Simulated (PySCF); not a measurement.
**PBE0 on Hf³⁺ (hafnium, charge +3)**

Configuration: [Xe] 4f14 5d1, 2D determinant. Calculation: PySCF 2.14, in aug-cc-pVTZ-PP with one added diffuse shell each of s, p, d, f, g type with ECP60MDF (7s7p6d4f3g, 113 functions); a scalar-relativistic core potential.

- Total energy: -46.8237 hartree
- One-electron energy: -68.5581 hartree
- Hartree (Coulomb) energy: 26.8763 hartree
- Exchange-correlation energy: -5.1419 hartree
- ⟨S²⟩: 0.7507
- ⟨L²⟩: 6.007
- Sum of ⟨r⟩: 12.41 bohr
- Sum of ⟨r²⟩: 19.52 bohr²
- Traceless quadrupole moment −½Σ⟨3z² − r²⟩ along its main axis: 1.22 e·bohr²

```tsv
shell	electrons	mean orbital energy (hartree)	spread (hartree)	rms radius, mean of both spins (bohr)
5s α	1	-3.55650	0	1.22
5s β	1	-3.53526	0	1.22
5p α	3	-2.37205	0.00591	1.42
5p β	3	-2.34077	0.04307	1.42
5d α	1	-1.07121	0	2.10
```

Energies and moments cover only the electrons outside the core potential. Spin-orbit coupling, absent here, splits the open shell strongly.
